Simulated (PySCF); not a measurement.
Positional isomers: butadiene chloro+silyl. All species are isolated molecules in the gas phase. One relaxed conformer stands for each flexible species; it need not be the lowest. Strings in code marks are SMILES.

All values below come from PySCF 2.14.0 with PBE-D3(BJ)/def2-TZVP // CAM-B3LYP-D3(BJ)/def2-TZVP. Excitations are Tamm–Dancoff values on a coarser integration grid. The basis has no diffuse functions, so Rydberg states are missing or too high.

```csv
species,S1 excitation (TDA) (eV),S1 oscillator strength
`ClC(/C=C/[SiH3])=C` (Cl–C–C–C torsion 0°),5.07,0.147
`C(C(Cl)=C)([SiH3])=C` (Si–C–C–Cl torsion 45°),4.69,(withheld)
`C(/C([SiH3])=C)=C/Cl` (Si–C–C–C torsion 129°),(withheld),0.092
`C=C/C(Cl)=C\[SiH3]` (C–C–C–Cl torsion 0°),4.89,0.206
`C=C/C([SiH3])=C\Cl` (C–C–C–Si torsion 0°),5.29,0.373
`Cl/C(=C\C=C)[SiH3]` (C–C–C–C torsion 180°),(withheld),(withheld)
`[SiH3]/C=C/C=C/Cl` (C–C–C–C torsion 180°),5.27,1.16
`[SiH3]/C=C/C=C\Cl` (C–C–C–C torsion 180°),5.07,0.703
```

Task: Fill in the missing entries.

Result: 
- `C(C(Cl)=C)([SiH3])=C` (Si–C–C–Cl torsion 45°), S1 oscillator strength: 0.046
- `C(/C([SiH3])=C)=C/Cl` (Si–C–C–C torsion 129°), S1 excitation (TDA) (eV): 4.73
- `Cl/C(=C\C=C)[SiH3]` (C–C–C–C torsion 180°), S1 excitation (TDA) (eV): 4.90
- `Cl/C(=C\C=C)[SiH3]` (C–C–C–C torsion 180°), S1 oscillator strength: 0.000
